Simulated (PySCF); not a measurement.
A PySCF script (with the pyscf-properties extension) for the NMR shieldings of `C(BB)CN[SiH3]`, C$_{2}$H$_{11}$B$_{2}$NSi, on a GFN2-xTB geometry:

```python
import basis_set_exchange as bse
import numpy as np
from pyscf import gto, dft
from pyscf.prop import nmr

atoms = """
B     2.961285   -0.554663    0.340448
B     2.098410    0.770584   -0.016781
C     0.553971    0.771519   -0.377454
C    -0.167096   -0.578959   -0.320043
N    -1.579223   -0.494892   -0.621249
Si   -2.758834   -0.019720    0.532251
H     3.093449   -0.952727    1.436698
H     3.536859   -1.175832   -0.472422
H     2.587254    1.842931   -0.037809
H     0.029032    1.463168    0.289021
H     0.426382    1.191835   -1.381631
H     0.304250   -1.275833   -1.023535
H    -0.072244   -0.999782    0.683247
H    -1.735224   -0.228130   -1.582500
H    -2.680986    1.371482    1.017461
H    -4.033903   -0.211107   -0.155093
H    -2.570379   -0.907845    1.679481
"""
names = dict.fromkeys(["B", "C", "N", "Si", "H"], "pcSseg-1")
basis = {el: gto.basis.parse(bse.get_basis(n, elements=[el], fmt="nwchem")) for el, n in names.items()}
mol = gto.M(atom=atoms, basis=basis, charge=0, verbose=0)
mf = dft.RKS(mol, xc="PBE0")
mf.grids.level = 2
mf.grids.alignment = dft.numint.BLKSIZE   # the property module wants whole blocks of grid points
mf.conv_tol = 1e-9
mf.kernel()

calc = nmr.RKS(mf)   # GIAO
C = mf.mo_coeff
Co = C[:, mf.mo_occ > 0]
resp = mf.gen_response(singlet=True, hermi=2)
def vind(x):   # induced exchange potential for any number of trial vectors
    d = np.einsum("pi,xij,qj->xpq", C, 2 * x.reshape(-1, C.shape[1], Co.shape[1]), Co, optimize=True)
    return np.einsum("xpq,pi,qj->xij", resp(d - d.transpose(0, 2, 1)), C, Co, optimize=True).ravel()
mo1, _ = nmr.rhf.solve_mo1(calc, with_cphf=vind)
sigma = calc.kernel(mo1)
for i, s in enumerate(sigma):   # ppm
    print("%2d %-2s %9.2f" % (i, mol.atom_pure_symbol(i), np.trace(s) / 3))
```

**Question.** Give the expected output.

**Answer.** 
```
 0 B      -6.68
 1 B      -5.55
 2 C     139.78
 3 C     136.86
 4 N     228.08
 5 Si    408.83
 6 H      21.52
 7 H      21.52
 8 H      22.05
 9 H      29.36
10 H      29.95
11 H      28.47
12 H      29.05
13 H      31.59
14 H      26.78
15 H      27.13
16 H      27.21
```

These numbers come from an equivalent density-fitted implementation of the same equations, which agrees with the script to about 0.01 ppm for H and up to a few tenths of a ppm for heavy atoms, so last digits may differ.

Size and cost of the density-fitted run: 164 basis functions, 48 s wall time on 1 thread of an Arm Neoverse N1, shared host; peak memory 0.74 GiB.
